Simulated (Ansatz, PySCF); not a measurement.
Process, species as SMILES: C[SiH](F)N[SiH3] → C[Si@H](F)N[SiH2] + H atom (the H-Si bond at the site shown breaks; other sites are not compared here)
Geometries: B3LYP-D3(BJ)/def2-TZVP minima from Ansatz (a quantum-chemistry and plane-wave program), one conformer each, not searched for the lowest. Frequencies are from Ansatz or PySCF.

Wanted: bond dissociation energy (enthalpy at 298 K, with B3LYP-D3(BJ) rigid-rotor harmonic-oscillator terms), in kcal/mol. Correlated levels leave the core frozen unless marked. Open shells are spin-unrestricted. No spin-orbit coupling. No relativistic terms. Basis-set limits of correlation are two-point, X^-3; Hartree-Fock from the larger set. [CCSD(T)-MP2]/basis is that difference in the basis named.

```csv
level,program,bond dissociation energy (kcal/mol)
HF/6-31G,Ansatz,64.9
```

### Question
Predict the RI-MP2/CBS(cc-pV(T+d)Z,cc-pV(Q+d)Z)+[CCSD(T)-MP2]/cc-pV(T+d)Z result (Ansatz).

### Answer
92.4 kcal/mol
